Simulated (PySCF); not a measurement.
## Ionisation energy of W⁵³⁺ by level of theory

W⁵³⁺ [Ar] 3d3 [3d3/2^3, M_J = 3/2] → W⁵⁴⁺ [Ar] 3d2 [3d3/2^2, M_J = 2], as a difference of total energies. All numbers are calculated (PySCF 2.14, the two-component X2C-1e Hamiltonian, in an uncontracted even-tempered set (15 s from 15 bohr⁻², ratio 2.8; 12 p from 19 bohr⁻², ratio 2.8; 8 d from 19 bohr⁻², ratio 2.8; 3 f from 61 bohr⁻², ratio 3)). Correlated levels: [Ne] frozen; the 72 highest virtual spinors dropped. "Screened" scales the spin-orbit matrix elements by Boettger's factors to mimic the two-electron term; Breit and QED terms are absent.

| method | ionisation energy (eV) |
| --- | --- |
| GHF (spin-free) | 5026.6 |
| GMP2 (spin-free) | 5026.3 |
| GHF (screened spin-orbit) | 5058.0 |
| GMP2 (screened spin-orbit) | 5058.8 |

Breit and QED terms and the two-electron picture change are absent.

The spin-free rows relax to the high-spin LS determinant and lack the spin-orbit shift.

The labels give the starting determinants; with spin-orbit coupling the two ends relaxed to ⟨J²⟩ = 3.76, ⟨L²⟩ = 7.65, ⟨S²⟩ = 2.08 and ⟨J²⟩ = 6.01, ⟨L²⟩ = 10.13, ⟨S²⟩ = 1.54.

For comparison: 5063 ± 4 eV (semi-empirical (NIST evaluation); NIST Atomic Spectra Database, ionization energies).
